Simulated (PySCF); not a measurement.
Deuteron quadrupole couplings in `C=Cc1cpcn1CC`

Compound: C₇H₁₀NP.
Geometry (PBE0-D3(BJ)/def2-SVP, Å), atoms numbered from 1 in this order:
```xyz
19
C7H10NP angstrom
C     -2.3553   -1.3827    0.8405
C     -1.3769   -0.8759    0.0782
C     -0.8510    0.4812    0.1653
C     -1.4249    1.5747    0.7897
P     -0.4502    3.0335    0.6624
C      0.7041    2.1135   -0.2350
N      0.3550    0.8151   -0.4197
C      1.2444   -0.1346   -1.0713
C      2.0445   -0.9674   -0.0853
H     -2.8255   -0.8020    1.6385
H     -2.7145   -2.4020    0.6852
H     -0.9388   -1.5263   -0.6857
H     -2.3976    1.5179    1.2790
H      1.6503    2.4529   -0.6585
H      1.9129    0.4486   -1.7203
H      0.6518   -0.7765   -1.7402
H      2.7233   -1.6479   -0.6207
H      2.6474   -0.3203    0.5688
H      1.3831   -1.5722    0.5525
```

Level: PBE0/pcSseg-1 (PySCF, non-relativistic); Q(2H) = 0.00286 b; rigid geometry, the same for H and D, with no vibrational averaging.

Question: Rank these positions by the coupling χzz of a deuteron there, largest first.
A. H17 (methyl hydrogen)
B. H15 (methylene hydrogen)
C. H14 (aromatic hydrogen)
D. H12 (vinylic hydrogen)

Answer: C (208 kHz), D (202 kHz), A (196 kHz), B (190 kHz).

Tabulate Vzz, the asymmetry η and χzz = 234.96 MHz × Q × Vzz for every hydrogen position.

| atom | bonded to | bond length (Å) | Vzz (au) | η | χzz (kHz) |
| --- | --- | --- | --- | --- | --- |
| H10 | C1 | 1.093 | 0.3059 | 0.06 | 206 |
| H11 | C1 | 1.092 | 0.3089 | 0.06 | 208 |
| H12 | C2 | 1.095 | 0.3005 | 0.09 | 202 |
| H13 | C4 | 1.090 | 0.3157 | 0.07 | 212 |
| H14 | C6 | 1.091 | 0.3099 | 0.12 | 208 |
| H15 | C8 | 1.099 | 0.2827 | 0.07 | 190 |
| H16 | C8 | 1.100 | 0.2819 | 0.06 | 189 |
| H17 | C9 | 1.100 | 0.2919 | 0.03 | 196 |
| H18 | C9 | 1.100 | 0.2901 | 0.03 | 195 |
| H19 | C9 | 1.100 | 0.2882 | 0.04 | 194 |

How does χzz go with the bond length over the 10 C–H bonds?

A straight-line fit has a slope of -18.3 kHz for each 0.01 Å, with a correlation coefficient of -0.96, over lengths from 1.090 to 1.100 Å. The longer bonds have the smaller couplings here.

Isolated species at its PBE0-D3(BJ)/def2-SVP geometry (one conformer only). These gradients aren't converged with respect to the basis.

The run behind these numbers computed NMR shieldings as well. The run took 63 s wall on one thread, Arm Neoverse N1 (aarch64), on a shared host, and the process peaked at 0.90 GiB of memory.
